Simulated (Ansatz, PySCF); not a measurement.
Breaking the Si3–H4 bond in H4MgSi (SMILES [MgH][SiH3]) (multiplicity 1 held, fragments rigid). Energies count from the point at 1.491 Å.
Geometry at that point (charge 0, multiplicity 1):
```xyz
6

Mg    -1.274    -0.699    -0.178
H     -2.755    -1.512    -0.386
Si     0.972     0.533     0.136
H      1.613     0.250     1.452
H      0.838     2.017     0.064
H      1.986     0.169    -0.894
```

Restricted levels (R-, RO-) in cc, def2 and unpolarised 6-31G sets keep to the state of the molecule at rest. U- levels take the lowest unrestricted solution at each point, which mixes spins at long bonds. Active spaces are followed from a long bond inwards. Levels need not reach the same state.

Cores are frozen in the correlated methods. Rows in 6-31G* carry no dispersion term and start afresh at each structure (6-31G* with six Cartesian d functions).

Run with Ansatz (a first-principles code); PySCF for 6-31G* rows. 

Energies in kcal/mol.

```json
[
 {"R (Å)": "1.193", "U-HF/6-31G*": "30.1", "R-HF/def2-TZVPP": "28.6", "U-r2SCAN/def2-TZVPP": "28.6", "FIC-MRCISD+Q on CASSCF(2,2)/def2-TZVPP": "28.4"},
 {"R (Å)": "1.342", "U-HF/6-31G*": "5.7", "R-HF/def2-TZVPP": "5.4", "U-r2SCAN/def2-TZVPP": "5.7", "FIC-MRCISD+Q on CASSCF(2,2)/def2-TZVPP": "5.5"},
 {"R (Å)": "1.491", "U-HF/6-31G*": "0.0", "R-HF/def2-TZVPP": "0.0", "U-r2SCAN/def2-TZVPP": "0.0", "FIC-MRCISD+Q on CASSCF(2,2)/def2-TZVPP": "0.0"},
 {"R (Å)": "1.640", "U-HF/6-31G*": "4.2", "R-HF/def2-TZVPP": "4.0", "U-r2SCAN/def2-TZVPP": "3.4", "FIC-MRCISD+Q on CASSCF(2,2)/def2-TZVPP": "3.5"},
 {"R (Å)": "1.790", "U-HF/6-31G*": "13.3", "R-HF/def2-TZVPP": "12.8", "U-r2SCAN/def2-TZVPP": "11.3", "FIC-MRCISD+Q on CASSCF(2,2)/def2-TZVPP": "11.5"},
 {"R (Å)": "2.013", "U-HF/6-31G*": "30.4", "R-HF/def2-TZVPP": "29.7", "U-r2SCAN/def2-TZVPP": "26.4", "FIC-MRCISD+Q on CASSCF(2,2)/def2-TZVPP": "26.6"},
 {"R (Å)": "2.237", "U-HF/6-31G*": "47.0", "R-HF/def2-TZVPP": "47.4", "U-r2SCAN/def2-TZVPP": "41.9", "FIC-MRCISD+Q on CASSCF(2,2)/def2-TZVPP": "41.5"},
 {"R (Å)": "2.610", "U-HF/6-31G*": "60.3", "R-HF/def2-TZVPP": "[?]", "U-r2SCAN/def2-TZVPP": "63.5", "FIC-MRCISD+Q on CASSCF(2,2)/def2-TZVPP": "62.0"},
 {"R (Å)": "2.983", "U-HF/6-31G*": "65.0", "R-HF/def2-TZVPP": "96.6", "U-r2SCAN/def2-TZVPP": "74.0", "FIC-MRCISD+Q on CASSCF(2,2)/def2-TZVPP": "75.1"},
 {"R (Å)": "3.430", "U-HF/6-31G*": "66.9", "R-HF/def2-TZVPP": "[?]", "U-r2SCAN/def2-TZVPP": "80.1", "FIC-MRCISD+Q on CASSCF(2,2)/def2-TZVPP": "83.0"},
 {"R (Å)": "4.027", "U-HF/6-31G*": "67.5", "R-HF/def2-TZVPP": "[?]", "U-r2SCAN/def2-TZVPP": "83.2", "FIC-MRCISD+Q on CASSCF(2,2)/def2-TZVPP": "86.4"},
 {"R (Å)": "4.772", "U-HF/6-31G*": "67.7", "R-HF/def2-TZVPP": "154.8", "U-r2SCAN/def2-TZVPP": "84.2", "FIC-MRCISD+Q on CASSCF(2,2)/def2-TZVPP": "87.3"}
]
```

**Question.** Some entries are withheld; supply them.

**Answer.** 
- 2.610, R-HF/def2-TZVPP: 74.3
- 3.430, R-HF/def2-TZVPP: 117.5
- 4.027, R-HF/def2-TZVPP: 137.8

Doubts at one or more of the structures used: a spin-contaminated determinant (U-HF/6-31G*, U-r2SCAN/def2-TZVPP); a restricted determinant that unrestricted orbitals would lower (R-HF/def2-TZVPP).
